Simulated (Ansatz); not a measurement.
Ansatz (a quantum-chemistry and plane-wave program) input (PBE/6-31G* with LANL2DZ past Ar): The .json file joins the Basis Set Exchange's 6-31G* for atoms up to Ar and LANL2DZ past it.

Ansatz 0.2 input:
```yaml
crystal:
  periodic: [false, false, false]
  atoms:
    - {symbol: I, position_ang: [-1.85979164, 0.09530544, 0.01461599]}
    - {symbol: C, position_ang: [-0.00420179, -1.24815986, 0.21982951]}
    - {symbol: I, position_ang: [1.86058508, 0.07601455, -0.02380418]}
    - {symbol: H, position_ang: [-0.01684171, -1.59100025, -0.83200298]}
basis:
  gaussian:
    orbitals: 6-31Gs+LANL2DZ.json
hamiltonian:
  xc: {name: PBE}
total_charge: -1
relax: {f_tol: 0.003, max_steps: 120}
```

What final total energy does it give?

-61.42541 Eh.
